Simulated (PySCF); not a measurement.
Task: What does the PBE0-D3(BJ)/def2-SVP structure of InMe3 (`[CH3][In]([CH3])[CH3]`) look like in three dimensions?

Result: 
Z-matrix in Å and degrees, rows numbered from 1:
```
In
C   1  2.1742
H   2  1.0990  1  112.25
H   2  1.1017  1  109.81  3  -120.93
H   2  1.1014  1  109.92  3   121.22
C   1  2.1739  2  119.92  3  -176.43
H   6  1.1017  1  109.85  2  -118.83
H   6  1.1014  1  110.00  2   123.43
H   6  1.0993  1  112.40  2     2.18
C   1  2.1744  2  120.62  3     3.51
H  10  1.0994  1  111.81  2  -179.58
H  10  1.1015  1  110.20  2    59.50
H  10  1.1015  1  110.12  2   -58.65
```

In1 (indium bonded to 3 C) is planar (angles 120.6°, 119.9° and 119.5°, sum 360.0°, 0.00 Å off the plane of its three neighbours). The 4 heavy atoms lie in one plane (0.000 Å rms). All 3 C–In bonds measure 2.174 Å.

Computed, not measured: PySCF, PBE0-D3(BJ)/def2-SVP geometry optimisation, gas phase, def2 core potentials past Kr.

Point group: near C3h, missed by 0.13 Å at most; the miss may be what the optimiser left on a soft mode (C3 holds within 0.08 Å). Not checked by PBE0-D3(BJ)/def2-SVP frequencies.

The run took 31 s on one thread of an Arm Neoverse V2, on a shared host, and the process peaked at 0.44 GiB of memory. This is the geometry optimisation.
